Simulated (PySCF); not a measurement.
Ligands exchanged one at a time, B OH-I. Gas-phase values, no solvent. One relaxed conformer stands for each flexible species; it need not be the lowest. Strings in code marks are SMILES.

All values below come from PBE0-D3(BJ)/def2-TZVP in PySCF. All candidates: neutral, multiplicity 1. Excitations are Tamm–Dancoff values on a coarser integration grid. The basis has no diffuse functions, so Rydberg states are missing or too high.

* **LUMO**: -2.51 eV
* **brightest of the four lowest singlets (TDA)**: 4.70 eV
* **T1 excitation (TDA)**: 3.40 eV

Name which member has these values.
A. `IB(I)I`
B. `OB(I)I` (H–O–B–I torsion 0°)
C. `OB(O)I` (H–O–B–I torsion 180°, I–B–O–H torsion -180°)

A, `IB(I)I`. The others give `OB(I)I` (H–O–B–I torsion 0°): -1.12 eV, 5.88 eV, 4.80 eV; `OB(O)I` (H–O–B–I torsion 180°, I–B–O–H torsion -180°): -0.31 eV, 6.94 eV, 5.59 eV
